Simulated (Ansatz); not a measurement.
An input meant for the cluster Mg₂Cl₂⁺ (charge 1, doublet).

```yaml
crystal:
  periodic: [false, false, false]
  atoms:
    - {symbol: Mg, position_ang: [0.442843, -0.094007, 0.858868]}
    - {symbol: Mg, position_ang: [-0.516629, 0.080467, -0.858806]}
    - {symbol: Cl, position_ang: [0.883587, -0.204889, -0.472128]}
    - {symbol: Cl, position_ang: [-0.883605, 0.175729, 0.472060]}
basis:
  gaussian: {orbitals: def2-mTZVP, nuclear_model: gaussian}
total_charge: 1
magnetization: {spin_polarized: true, initial_magnetization: 1}
hamiltonian: {xc: {name: r2SCANh}, dispersion: d4}
scf: {lower_state_search: full}
output: {forces: true}
```

```sh
$ ansatz run in.yaml --threads 4 --pin off --events-out ev --progress --plain --max-ram 3916MiB
```

Output, abridged:

```
Functional definition: r2SCANh
663 factors; integrals over basis functions are off by at most 4.2e-4 eV
mean field evaluation 1: about -35858.4318 eV, gradient 4.8e1 eV
mean field evaluation 2: about -35858.7280 eV, gradient 4.8e1 eV
mean field evaluation 4: about -35868.5491 eV, gradient 4.0e0 eV
mean field evaluation 8: about -35868.6286 eV, gradient 3.1e-1 eV
mean field evaluation 16: about -35868.6292 eV, gradient 7.2e-5 eV
mean field -35868.62915643 eV, -1318.1478088687 hartree, gradient 7.2e-5 eV, S^2 0.753108; 1 other end points of the search recorded, 0 dependent functions left out
reference -35868.62917917 eV, -1318.1478097044 hartree; 29, 28 occupied and 43, 44 virtual orbitals, 663 factors
Total energy: -35868.65486379 eV, -1318.1487535969 hartree
Atom 0 at     0.442843    -0.094007     0.858868 Å, force    38.418568    -6.876711    75.540869 eV/Å
Atom 1 at    -0.516629     0.080467    -0.858806 Å, force   -26.833101     4.475829   -76.763195 eV/Å
Atom 2 at     0.883587    -0.204889    -0.472128 Å, force    69.302665   -15.111805   -49.170467 eV/Å
Atom 3 at    -0.883605     0.175729     0.472060 Å, force   -80.888133    17.512686    50.392793 eV/Å
Dipole moment:    -0.018281     0.004557     0.044731 e Å
```

In this input the geometry is squeezed to about two thirds of its size. The calculation finished and met its thresholds. The result belongs to that input, not to the species as meant.
